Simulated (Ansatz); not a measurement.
CH5GaOSi, SMILES `[CH2]1O[SiH2][GaH]1`, 9 atoms. Charge 0, multiplicity 1. Correlated methods include outer-core shells of Ga, which these sets cover unevenly. Scalar relativity is left out up to krypton. All runs use 4 threads of an Intel Xeon Platinum 8175M on a shared host. Correlated methods freeze the cores.

Q: Give the basis size and wall time and peak host memory of each of these runs in Ansatz. RKS r2SCANh-D4/def2-TZVPP energy; RKS revPBE-D4/def2-TZVPP energy; RHF-CCSD(T)/def2-TZVPP energy; RKS PBE0-D4/def2-TZVP frequencies; RKS ωB97M-V/def2-QZVPP energy; RKS B2PLYP (frozen core)/def2-TZVPP energy; RKS PBE0-D4/def2-QZVPP energy; RKS ωB97M-V/def2-SVP energy; RHF-CCSD(T)/def2-SVP energy; RKS PBE0-D4/def2-TZVP relaxation (12 steps); RKS PBE0-D4/def2-SVP energy; RKS BLYP-D4/def2-TZVPP energy. (Estimate.)

A: Computed: Other jobs shared the machine, so times are rough.

| level | job | functions | wall time | peak host memory (GiB) |
| --- | --- | --- | --- | --- |
| RKS PBE0-D4/def2-SVP | energy | 103 | 1.4 s | 0.24 |
| RKS revPBE-D4/def2-TZVPP | energy | 222 | 1.9 s | 0.31 |
| RKS BLYP-D4/def2-TZVPP | energy | 222 | 1.9 s | 0.31 |
| RHF-CCSD(T)/def2-SVP | energy | 103 | 3.9 s | 0.44 |
| RKS r2SCANh-D4/def2-TZVPP | energy | 222 | 4.2 s | 0.61 |
| RKS ωB97M-V/def2-SVP | energy | 103 | 4.3 s | 0.35 |
| RKS B2PLYP (frozen core)/def2-TZVPP | energy | 222 | 4.6 s | 0.58 |
| RKS PBE0-D4/def2-QZVPP | energy | 423 | 7.5 s | 1.6 |
| RKS ωB97M-V/def2-QZVPP | energy | 423 | 16 s | 1.9 |
| RKS PBE0-D4/def2-TZVP | relaxation (12 steps) | 177 | 38 s | 0.5 |
| RHF-CCSD(T)/def2-TZVPP | energy | 222 | 56 s | 3.4 |
| RKS PBE0-D4/def2-TZVP | frequencies | 177 | 120 s | 0.5 |
